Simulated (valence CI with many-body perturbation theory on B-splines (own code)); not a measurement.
# Level structure of Ba XLIX

Computed by configuration interaction combined with many-body perturbation theory (CI+MBPT): six valence electrons over a frozen Dirac-Fock core [He], radial functions for each j: 9 s, 9 p, 8 d, 6 f, 3 g, 1 h, with the one-electron correlation potential Σ1 (screened to all orders), the two-electron term Σ2, the three-electron term Σ3, Breit, model QED; selected single and double excitations, second order for the rest, scaled by the run's own slope (own B-spline code, finite nucleus).

The last digits are not significant, and no measured levels were compared; by estimate large intervals hold to a few tenths of a per cent, small ones and those within an open d or f shell to about a per cent. Among the levels kept, up to 2400 cm⁻¹ of a level comes from second order outside the variational space, and about a tenth of that is noise between levels of different J, which matters for small intervals.

Levels 46 to 70 of 70, with energies above the lowest level, (2s^2 2p1/2^2 2p3/2^2) J=2. "Leading %" is the weight of the configuration and term that name the level; weights of strongly mixed levels are sums over their largest components and can fall short, so below about 35 % the name and the second component can differ from the true leading terms, or belong to a minority configuration. In the jj column 3d3/2^4 stands for four electrons in 3d with j = 3/2. Lifetimes count E1, E2, E3, M1 and M2 decay at the calculated energies, and are blank where another channel may lead or the interval is too uncertain; long ones can be off by a factor of two.

```csv
No.,Configuration,Term,J,E (× 10³ cm⁻¹),Leading %,Second component,Lifetime,g,Leading jj
46,2s2p⁴3s,⁵P,3,43842,64,21 % 2s2p⁴3s ³D,126 fs,1.534,2s 2p1/2^2 2p3/2^2 3s (84 %)
47,2s²2p³3p,¹D,2,43859,39,17 % 2s²2p³3p ³P,68.4 fs,1.194,2s^2 2p1/2 2p3/2^2 3p3/2 (79 %)
48,2s²2p³3p,³P,1,43943,45,26 % 2s²2p³3p ³S,281 fs,1.509,2s^2 2p1/2 2p3/2^2 3p3/2 (93 %)
49,2s²2p³3p,³D,2,43967,31,25 % 2s2p⁴3s ³P,39.2 fs,1.258,2s^2 2p1/2 2p3/2^2 3p3/2 (59 %)
50,2s2p⁴3s,³P,2,44024,24,16 % 2s²2p³3p ³D,46.8 fs,1.250,2s^2 2p1/2 2p3/2^2 3p3/2 (61 %)
51,2s²2p³3d,⁵D°,1,44205,44,41 % 2s²2p³3d ³D°,16.3 fs,1.015,2s^2 2p1/2 2p3/2^2 3d3/2 (98 %)
52,2s²2p³3d,³F°,2,44217,39,38 % 2s²2p³3d ⁵D°,16.0 fs,1.085,2s^2 2p1/2 2p3/2^2 3d3/2 (97 %)
53,2s²2p³3d,⁵D°,0,44221,53,29 % 2s²2p³3d ¹S°,12.1 fs,,2s^2 2p1/2 2p3/2^2 3d3/2 (97 %)
54,2s²2p³3d,³G°,3,44260,37,24 % 2s²2p³3d ⁵D°,6.68 fs,1.104,2s^2 2p1/2 2p3/2^2 3d3/2 (94 %)
55,2s²2p³3d,³G°,4,44379,58,29 % 2s²2p³3d ¹G°,8.67 ps,1.048,2s^2 2p1/2 2p3/2^2 3d3/2 (98 %)
56,2s²2p³3d,³F°,3,44415,36,12 % 2s²2p³3d ³D°,2.15 fs,1.200,2s^2 2p1/2 2p3/2^2 3d3/2 (59 %)
57,2s²2p³3d,⁵D°,4,44419,52,23 % 2s²2p³3d ¹G°,29.3 ps,1.284,2s^2 2p1/2 2p3/2^2 3d5/2 (97 %)
58,2s²2p³3d,³P°,2,44427,21,16 % 2s²2p³3d ³D°,2.39 fs,1.375,2s^2 2p1/2 2p3/2^2 3d3/2 (54 %)
59,2s2p⁴3s,³S,1,44428,54,28 % 2s2p⁴3s ⁵P,33.9 fs,1.979,2s 2p1/2^2 2p3/2^2 3s (93 %)
60,2s²2p³3d,³D°,3,44432,57,25 % 2s²2p³3d ⁵D°,40.1 fs,1.310,2s^2 2p1/2 2p3/2^2 3d5/2 (95 %)
61,2s2p⁴3s,³P,1,44479,36,34 % 2s2p⁴3s ³D,15.4 fs,1.039,2s 2p1/2^2 2p3/2^2 3s (94 %)
62,2s2p⁴3s,³P,2,44479,50,18 % 2s2p⁴3s ¹D,76.6 fs,1.381,2s 2p1/2^2 2p3/2^2 3s (97 %)
63,2s²2p³3d,³D°,1,44488,31,27 % 2s²2p³3d ³S°,2.35 fs,1.182,2s^2 2p1/2 2p3/2^2 3d3/2 (70 %)
64,2s2p⁴3p,⁵P°,2,44505,19,15 % 2s²2p³3d ³P°,12.3 fs,1.447,2s 2p1/2^2 2p3/2^2 3p1/2 (56 %)
65,2s2p⁴3p,³D°,3,44550,20,17 % 2s2p⁴3p ⁵D°,26.4 fs,1.287,2s 2p1/2^2 2p3/2^2 3p1/2 (61 %)
66,2s²2p³3d,³P°,1,44575,57,31 % 2s²2p³3d ³D°,2.09 fs,1.145,2s^2 2p1/2 2p3/2^2 3d5/2 (70 %)
67,2s2p⁴3s,¹S,0,44584,61,38 % 2s2p⁴3s ³P,31.0 fs,,2s 2p1/2^2 2p3/2^2 3s (98 %)
68,2s²2p³3d,³F°,4,44587,74,25 % 2s²2p³3d ¹G°,24.6 ps,1.173,2s^2 2p1/2 2p3/2^2 3d5/2 (99 %)
69,2s²2p³3d,³G°,5,44601,100,,34.8 ps,1.186,2s^2 2p1/2 2p3/2^2 3d5/2 (100 %)
70,2s²2p³3d,³F°,2,44620,40,36 % 2s²2p³3d ³D°,5.78 fs,0.961,2s^2 2p1/2 2p3/2^2 3d3/2 (68 %)
```
